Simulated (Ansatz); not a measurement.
Two isomers of C2H7FSi2: A = `F[SiH2]C1C[SiH2]1`, B = `CC1(F)[SiH2][SiH2]1`.

Calculated with Ansatz (gas phase, PBE0-D4/def2-TZVP geometries, no zero-point term in ΔE). CCSD(T)/CBS is the MP2 limit (def2-TZVPP, def2-QZVPP) plus CCSD(T) − MP2 in def2-TZVPP, frozen cores. DFT in def2-TZVPP. B3LYP here is the variant with VWN-RPA as its local correlation; programs differ in this. Each species was taken in one conformer, which may not be the lowest.

Task: Which isomer does CCSD(T)/CBS put lower? Give the gap. (Best estimate.)

Result: Ansatz gave: A, by 264.9 kJ/mol.

Task: Give E(B) − E(A) in kJ/mol with B3LYP, PBE0-D4, CCSD/def2-TZVPP, CCSD(T)/def2-TZVPP, HF/def2-TZVPP, B2PLYP, MP2/def2-TZVPP. (An estimate is asked.)

Result: Ansatz gave: B3LYP 250.3, PBE0-D4 240.2, CCSD/def2-TZVPP 267.1, CCSD(T)/def2-TZVPP 262.5, HF/def2-TZVPP 280.8, B2PLYP 262.5, MP2/def2-TZVPP 283.0. None reverses the order clearly.

Largest T1 diagnostic: 0.013.

From PBE to PBE0 (25 % exact exchange), in def2-TZVPP and without D4, E(B) − E(A) moves by +15.6 kJ/mol.
